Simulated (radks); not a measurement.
The numbers below are computed, except where a source is named.
Dynamic dipole polarisability and lines of the krypton ion Kr25+, [Ne] 3s1. Code: a radial shooting solver on a logarithmic mesh with Libxc functionals. Model: non-relativistic Kohn-Sham, LB94 model potential, spin-polarised, spherical densities, point nucleus; open shells are filled with parallel spins first. Time-dependent linear response with the Hartree and adiabatic LDA kernel, continuum included through the Sternheimer equations. Lines are the poles of the dipole polarisability below minus the highest occupied eigenvalue, found on a grid refined at the orbital gaps; the lowest seven at most are given, and weak or close lines can be missed. The first line takes the name of the lowest orbital gap if no other gap lies below it; otherwise a line is named after a gap within 0.6 % of it, if that gap stands alone.

photon energy (eV)  alpha (bohr^3)
0                          0.05957
58.722                     -0.3688
137.02                   -0.008709
215.31                   -0.001567
293.61                   0.0005145
371.90                    0.001637
450.20                    0.002811
528.50                    0.006846
606.79                   -0.003688
685.09                  0.00008312
763.38                    0.001749
841.68                   0.0001612
919.97                    0.007377
998.27                   -0.001753
1076.6                 -0.00007988
1154.9                    0.002032

Lines (eV, oscillator strength): 54.651 (22.69 nm, 3s-3p), f = 0.231; 566.51 (2.189 nm, 3s-4p), f = 0.323; 799.43 (1.551 nm, 3s-5p), f = 0.0897; 922.46 (1.344 nm, 3s-6p), f = 0.0396; 995.52 (1.245 nm, 3s-7p), f = 0.0215; 1042.5 (1.189 nm, 3s-8p), f = 0.0131; 1074.4 (1.154 nm, unassigned), f = 0.00866. Higher lines, where found, are left out when the end of the mesh affects them. Those listed give 98 % of the static polarisability (sum of f/w^2). Orbital energy gaps for comparison: 3s-3p 51.040 eV; 3s-4p 568.68 eV; 3s-5p 800.30 eV; 3s-6p 922.90 eV; 3s-7p 995.79 eV.
